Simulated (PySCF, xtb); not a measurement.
H₃OSbTe₂, SMILES [OH][Sb]([TeH])[TeH]. Other conformers were not sampled.

Harmonic wavenumbers (cm⁻¹) from GFN2-xTB run with xtb at its own minimum, in rising order: 61, 83, 111, 124, 150, 192, 212, 221, 461, 491, 519, 843, 1919, 1947, 3679.

Task: What does PBE-D3(BJ)/def2-SVP (PySCF 2.14.0) give at its own minimum? (The exact figures need the calculation; the answer reports its results.)

Result: 37, 44, 94, 132, 136, 172, 183, 264, 477, 493, 566, 874, 2047, 2060, 3652. Paired by order, the mean absolute difference is 37 cm⁻¹ and the zero-point energies are 15.7 and 16.1 kcal/mol.
